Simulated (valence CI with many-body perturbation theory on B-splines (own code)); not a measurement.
## Energy levels of Te⁴⁴⁺

Level of theory: configuration interaction combined with many-body perturbation theory (CI+MBPT): six valence electrons over a frozen Dirac-Fock core [He], a basis of 9 s, 9 p, 8 d, 6 f, 3 g, 1 h functions for each j, with the one-electron correlation potential Σ1, the two-electron term Σ2, the three-electron term Σ3, Breit, model QED; selected CI, second order for the rest, scaled by the run's own slope (own B-spline code, finite nucleus).

No measured spectrum was set against this ion. As an estimate, large intervals hold to a few tenths of a per cent, small ones and those within an open d or f shell to about a per cent. Among the levels kept, up to 2500 cm⁻¹ of a level comes from second order outside the variational space, and about a tenth of that is noise between levels of different J, which matters for small intervals.

Levels 1 to 45 of 72, with energies above the lowest level, (2s^2 2p1/2^2 2p3/2^2) J=2. "Leading %" is the weight of the configuration and term that name the level; weights of strongly mixed levels are sums over their largest components and can fall short, and the name can then belong to a minority configuration. In the jj column 3d3/2^4 stands for four electrons in 3d with j = 3/2. Lifetimes count E1, E2, E3, M1 and M2 decay at the calculated energies, and are blank where another channel may lead or the interval is too uncertain; long ones can be off by a factor of two.

| No. | Configuration | Term | J | E (eV) | Leading % | g | Lifetime | Leading jj |
| --- | --- | --- | --- | --- | --- | --- | --- | --- |
| 1 | 2s2 2p4 | 3P | 2 | 0.0 | 71 | 1.338 |  | 2s^2 2p1/2^2 2p3/2^2 (100 %) |
| 2 | 2s2 2p4 | 1S | 0 | 35.9 | 61 |  | 36.8 ms | 2s^2 2p1/2^2 2p3/2^2 (99 %) |
| 3 | 2s2 2p4 | 3P | 1 | 281.8 | 100 | 1.486 | 4.20 ns | 2s^2 2p1/2 2p3/2^3 (100 %) |
| 4 | 2s2 2p4 | 1D | 2 | 298.1 | 71 | 1.128 | 8.71 ns | 2s^2 2p1/2 2p3/2^3 (100 %) |
| 5 | 2s 2p5 | 3P° | 2 | 529.3 | 100 | 1.483 | 1.61 ps | 2s 2p1/2^2 2p3/2^3 (100 %) |
| 6 | 2s 2p5 | 1P° | 1 | 579.3 | 52 | 1.222 | 654 fs | 2s 2p1/2^2 2p3/2^3 (98 %) |
| 7 | 2s2 2p4 | 3P | 0 | 593.0 | 61 |  | 1.94 ns | 2s^2 2p3/2^4 (99 %) |
| 8 | 2s 2p5 | 3P° | 0 | 818.6 | 100 |  | 880 fs | 2s 2p1/2 2p3/2^4 (100 %) |
| 9 | 2s 2p5 | 3P° | 1 | 850.0 | 52 | 1.242 | 672 fs | 2s 2p1/2 2p3/2^4 (98 %) |
| 10 | 2p6 | 1S | 0 | 1139.5 | 99 |  | 409 fs | 2p1/2^2 2p3/2^4 (99 %) |
| 11 | 2s2 2p3 3s | 3P° | 2 | 4105.3 | 46 | 1.531 | 49.1 fs | 2s^2 2p1/2^2 2p3/2 3s (99 %) |
| 12 | 2s2 2p3 3s | 1P° | 1 | 4111.7 | 30 | 1.196 | 19.5 fs | 2s^2 2p1/2^2 2p3/2 3s (99 %) |
| 13 | 2s2 2p3 3p | 3P | 1 | 4177.7 | 30 | 1.515 | 4.68 ps | 2s^2 2p1/2^2 2p3/2 3p1/2 (99 %) |
| 14 | 2s2 2p3 3p | 3D | 2 | 4179.5 | 25 | 1.209 | 3.45 ps | 2s^2 2p1/2^2 2p3/2 3p1/2 (99 %) |
| 15 | 2s2 2p3 3p | 3D | 3 | 4258.5 | 47 | 1.351 | 4.28 ps | 2s^2 2p1/2^2 2p3/2 3p3/2 (99 %) |
| 16 | 2s2 2p3 3p | 3P | 1 | 4258.6 | 36 | 1.388 | 3.48 ps | 2s^2 2p1/2^2 2p3/2 3p3/2 (99 %) |
| 17 | 2s2 2p3 3p | 3P | 2 | 4276.2 | 41 | 1.325 | 4.17 ps | 2s^2 2p1/2^2 2p3/2 3p3/2 (98 %) |
| 18 | 2s2 2p3 3p | 3P | 0 | 4292.5 | 74 |  | 1.17 ps | 2s^2 2p1/2^2 2p3/2 3p3/2 (98 %) |
| 19 | 2s2 2p3 3d | 3D° | 2 | 4337.9 | 33 | 1.036 | 63.4 fs | 2s^2 2p1/2^2 2p3/2 3d3/2 (97 %) |
| 20 | 2s2 2p3 3d | 3F° | 3 | 4342.9 | 27 | 1.133 | 6.57 ps | 2s^2 2p1/2^2 2p3/2 3d3/2 (92 %) |
| 21 | 2s2 2p3 3d | 3D° | 1 | 4345.4 | 30 | 1.140 | 12.5 fs | 2s^2 2p1/2^2 2p3/2 3d3/2 (98 %) |
| 22 | 2s2 2p3 3d | 3P° | 0 | 4346.3 | 59 |  | 4.75 ps | 2s^2 2p1/2^2 2p3/2 3d3/2 (99 %) |
| 23 | 2s2 2p3 3d | 3F° | 4 | 4361.1 | 48 | 1.262 | 39.4 ps | 2s^2 2p1/2^2 2p3/2 3d5/2 (99 %) |
| 24 | 2s2 2p3 3d | 3D° | 2 | 4367.3 | 24 | 1.308 | 4.68 fs | 2s^2 2p1/2^2 2p3/2 3d5/2 (82 %) |
| 25 | 2s2 2p3 3s | 5S° | 2 | 4375.1 | 44 | 1.530 | 56.0 fs | 2s^2 2p1/2 2p3/2^2 3s (84 %) |
| 26 | 2s2 2p3 3d | 3D° | 3 | 4378.7 | 45 | 1.198 | 2.13 fs | 2s^2 2p1/2^2 2p3/2 3d5/2 (83 %) |
| 27 | 2s2 2p3 3s | 3S° | 1 | 4381.3 | 51 | 1.289 | 13.6 fs | 2s^2 2p1/2 2p3/2^2 3s (94 %) |
| 28 | 2s2 2p3 3d | 3D° | 1 | 4386.6 | 36 | 1.034 | 3.28 fs | 2s^2 2p1/2^2 2p3/2 3d5/2 (92 %) |
| 29 | 2s2 2p3 3s | 3D° | 3 | 4396.0 | 90 | 1.304 | 52.8 fs | 2s^2 2p1/2 2p3/2^2 3s (90 %) |
| 30 | 2s2 2p3 3s | 1D° | 2 | 4399.8 | 66 | 1.042 | 20.8 fs | 2s^2 2p1/2 2p3/2^2 3s (99 %) |
| 31 | 2s2 2p3 3s | 3P° | 0 | 4423.9 | 99 |  | 43.2 fs | 2s^2 2p1/2 2p3/2^2 3s (99 %) |
| 32 | 2s2 2p3 3s | 3P° | 1 | 4426.8 | 66 | 1.315 | 38.5 fs | 2s^2 2p1/2 2p3/2^2 3s (98 %) |
| 33 | 2s2 2p3 3p | 5P | 1 | 4445.0 | 45 | 1.641 | 8.48 ps | 2s^2 2p1/2 2p3/2^2 3p1/2 (99 %) |
| 34 | 2s2 2p3 3p | 3F | 2 | 4452.0 | 34 | 1.211 | 6.42 ps | 2s^2 2p1/2 2p3/2^2 3p1/2 (99 %) |
| 35 | 2s2 2p3 3p | 3F | 3 | 4466.8 | 43 | 1.103 | 4.55 ps | 2s^2 2p1/2 2p3/2^2 3p1/2 (100 %) |
| 36 | 2s2 2p3 3p | 3P | 2 | 4488.6 | 54 | 1.326 | 1.25 ps | 2s^2 2p1/2 2p3/2^2 3p1/2 (98 %) |
| 37 | 2s2 2p3 3p | 3D | 1 | 4494.3 | 72 | 0.660 | 3.43 ps | 2s^2 2p1/2 2p3/2^2 3p1/2 (97 %) |
| 38 | 2s2 2p3 3p | 3P | 0 | 4519.9 | 72 |  | 1.54 ps | 2s^2 2p1/2 2p3/2^2 3p1/2 (65 %) |
| 39 | 2s2 2p3 3p | 5P | 3 | 4524.8 | 51 | 1.392 | 2.27 ps | 2s^2 2p1/2 2p3/2^2 3p3/2 (95 %) |
| 40 | 2s2 2p3 3p | 3P | 2 | 4527.0 | 38 | 1.417 | 1.79 ps | 2s^2 2p1/2 2p3/2^2 3p3/2 (98 %) |
| 41 | 2s2 2p3 3p | 3P | 0 | 4532.0 | 90 |  | 3.04 ps | 2s^2 2p1/2 2p3/2^2 3p3/2 (66 %) |
| 42 | 2s2 2p3 3p | 1P | 1 | 4541.0 | 45 | 0.992 | 3.43 ps | 2s^2 2p1/2 2p3/2^2 3p3/2 (97 %) |
| 43 | 2s2 2p3 3p | 3D | 3 | 4545.1 | 62 | 1.215 | 2.58 ps | 2s^2 2p1/2 2p3/2^2 3p3/2 (97 %) |
| 44 | 2s2 2p3 3p | 3F | 4 | 4547.1 | 100 | 1.237 | 3.82 ps | 2s^2 2p1/2 2p3/2^2 3p3/2 (100 %) |
| 45 | 2s2 2p3 3p | 3P | 1 | 4562.6 | 74 | 1.432 | 555 fs | 2s^2 2p1/2 2p3/2^2 3p3/2 (97 %) |

The ionisation energy to 2s2 2p3 2P°_3/2 of the next ion comes out as 7486 eV (NIST: 7485 ± 4 eV (theoretical)). All 72 levels together are meant to be complete up to 4668.2 eV.
